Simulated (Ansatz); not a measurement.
```yaml
crystal:
  periodic: [false, false, false]
  atoms:
    - {symbol: C, position_ang: [-0.858050, 1.183454, -0.175356]}
    - {symbol: Ge, position_ang: [0.061948, -0.490192, -0.462797]}
    - {symbol: N, position_ang: [1.406950, -0.687312, 0.742834]}
    - {symbol: F, position_ang: [-1.156737, -1.736815, -0.243512]}
    - {symbol: H, position_ang: [-1.695913, 1.271830, -0.867003]}
    - {symbol: H, position_ang: [-1.243542, 1.220578, 0.844624]}
    - {symbol: H, position_ang: [-0.176585, 2.021076, -0.327890]}
    - {symbol: H, position_ang: [0.628621, -0.744281, -1.865913]}
    - {symbol: H, position_ang: [1.965822, -1.522462, 0.645919]}
    - {symbol: H, position_ang: [1.150783, -0.566976, 1.712195]}
basis:
  gaussian: {orbitals: def2-mTZVPP}
hamiltonian: {xc: {name: HF}}
correlation: {active_space: {window: {electrons: 3, orbitals: 2}}}
```

```sh
$ ansatz run in.yaml --threads 4 --pin off --events-out ev --progress --plain --max-ram 10444MiB
```

Shortened log:

```
Functional definition: HF
1231 factors; integrals over basis functions are off by at most 1.2e-3 eV
mean field evaluation 1: about -61786.9442 eV, gradient 4.3e1 eV
mean field evaluation 2: about -61786.9543 eV, gradient 4.3e1 eV
mean field evaluation 4: about -61790.4434 eV, gradient 3.4e0 eV
mean field evaluation 8: about -61790.4799 eV, gradient 2.7e-4 eV
mean field -61790.47988969 eV, -2270.7582528546 hartree, gradient 2.4e-6 eV, S^2 0.000000; 0 other end points of the search recorded, 0 dependent functions left out
reference -61790.47988969 eV, -2270.7582528546 hartree; 30, 30 occupied and 103, 103 virtual orbitals, 1231 factors
Error: 3 electrons in 2 orbitals form no window around the highest filled level of the reference
```

Problem. Something in this input is off. What?

Solution. The active space doesn't fit the electrons. The run stopped with an error.
